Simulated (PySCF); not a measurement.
Correlation energy of Zn⁺ (zinc, charge +1)

[Ar] 3d10 4p1, 2P determinant (an excited configuration). Calculation: PySCF 2.14, in x2c-QZVPPall; the spin-free X2C one-electron Hamiltonian (Gaussian nucleus). Frozen: [Ar]; 11 electrons correlated.

MP2 pair energies summed by pair of shells (mhartree):

```json
{"pair": "3d-3d", "energy": "-460.19", "share (%)": "96.2"}
{"pair": "3d-4p", "energy": "-18.09", "share (%)": "3.8"}
```

Total MP2 correlation energy: -478.27 mhartree.

Same-spin part -175.84 and opposite-spin part -302.43 mhartree; SCS-MP2 scales them by 1/3 and 6/5 to -421.53 mhartree.

The basis was made for the ground configuration and has no added diffuse functions, which can raise the energy of the promoted electron.
